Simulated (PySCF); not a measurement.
# Computed records: CH8GeSi2

All values are calculated (PySCF 2.14.0). Calculation on a computer-drawn molecule: the log of a Hartree-Fock and frozen-core CCSD(T) single point meant for a local Hartree-Fock minimum, with one planted fault or none, to be diagnosed. Offsets are logged minus clean, where the clean run is the same molecule without the fault. The reference is restricted for singlets and unrestricted otherwise, and also for a bond in bohr or an excited solution. Adding or removing an electron swaps singlet and doublet. The excited solution moves the top pair (singlet) or top alpha electron (doublet) to the lowest empty orbital. Highest occupied and lowest empty are orbital energies over both spins, largest force is the largest gradient component, triples share is (T) over the correlation energy, the T1 limit is 0.02 restricted and 0.045 unrestricted, electrons count all cores, a negative frequency is imaginary (commonest isotopes), and the dipole is about the centre of nuclear charge; on germanium a core potential holds 10 electrons, which the energies leave out, and 3d is frozen in MP2 and coupled-cluster steps.

```xyz
12
formula=CH8GeSi2 meant_charge=0 meant_multiplicity=1 meant_basis=cc-pV(D+d)Z meant_basis_and_core_potential_on_germanium=cc-pVDZ-PP_ECP10MDF logged_electrons=74 logged_basis_functions=123 logged_SCF_converged=yes logged_spin_squared=2.0297 logged_highest_occupied=-6.1085 logged_lowest_empty=0.37417 logged_largest_force=0.099822 logged_T1_diagnostic=0.014897 logged_D1_diagnostic=0.060799 logged_triples_share=0.026625 logged_CC_converged=yes logged_dipole_magnitude=1.4725 logged_SCF_stable_within_its_kind=yes logged_energy_HF=-913.64197 logged_energy_CCSD(T)=-914.13139 possible_faults=no_fault,one_electron_removed,one_electron_added,multiplicity_raised_by_two,geometry_at_a_saddle_point,SCF_held_on_an_excited_solution,minimal_basis_STO-3G,one_bond_length_entered_in_bohr,all_coordinates_scaled planted_fault=multiplicity_raised_by_two HF_energy_offset_from_clean_run=44.32 CCSD(T)_energy_offset_from_clean_run=67.46
Si    -0.0419     0.7835     2.4014
C      1.0282     0.7757     1.0878
Ge     0.5665     1.1332    -0.7649
Si     0.9945    -0.7903    -2.1518
H     -1.4737     1.0925     2.2654
H      0.3631     0.4806     3.7847
H      2.0708     0.5352     1.2832
H     -0.9237     1.5046    -0.8440
H      1.3761     2.3287    -1.2969
H      0.1291    -1.9212    -1.7366
H      2.4120    -1.2089    -2.0193
H      0.7256    -0.4877    -3.5794
```

Units: logged_highest_occupied, logged_lowest_empty in eV; logged_largest_force in hartree/bohr; logged_dipole_magnitude in debye; logged_energy_HF, logged_energy_CCSD(T) in hartree; HF_energy_offset_from_clean_run, CCSD(T)_energy_offset_from_clean_run in kcal/mol.

Drawn bonds:
```
atom  other atom  order
   1           2      2
   2           3      1
   3           4      1
   1           5      1
   1           6      1
   2           7      1
   3           8      1
   3           9      1
   4          10      1
   4          11      1
   4          12      1
```
